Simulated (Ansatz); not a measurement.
Correlation energies of C2H7GeN (`C=[C](N)[GeH3]`) by basis set

Z-matrix (Å, degrees):
```
Ge
C 1 1.951
H 1 1.538 2 110.7
H 1 1.533 2 109.0 3 121.4
H 1 1.543 2 109.2 3 -118.6
N 2 1.385 1 115.9 3 65.4
C 2 1.337 1 119.7 3 -109.7
H 6 1.010 2 115.6 1 170.2
H 6 1.007 2 116.5 1 34.9
H 7 1.081 2 121.2 1 -0.7
H 7 1.088 2 121.7 1 178.4
```

Total charge 0; spin multiplicity 1. Correlated methods include outer-core shells of Ge, which these sets cover unevenly. Scalar relativity is left out up to krypton. All single points use the PBE0-D4/def2-TZVP geometry. It is one conformer, not always the lowest. Frozen core, restricted reference, the Gaussian-basis code of Ansatz.

| basis | HF (Eh) | MP2 corr. |
| --- | --- | --- |
| def2-SVP | -2209.22830 | -0.67592 |
| def2-TZVPP | -2209.64555 | -0.80583 |
| def2-QZVPP | -2209.69400 | -1.10566 |

Q: Estimate the CCSD correlation energy and the (T) correction in each basis where they were run (hartree).

A: 
```
     basis  CCSD corr.       (T)
  def2-SVP    -0.71434  -0.02314
def2-TZVPP    -0.83867  -0.03473
```
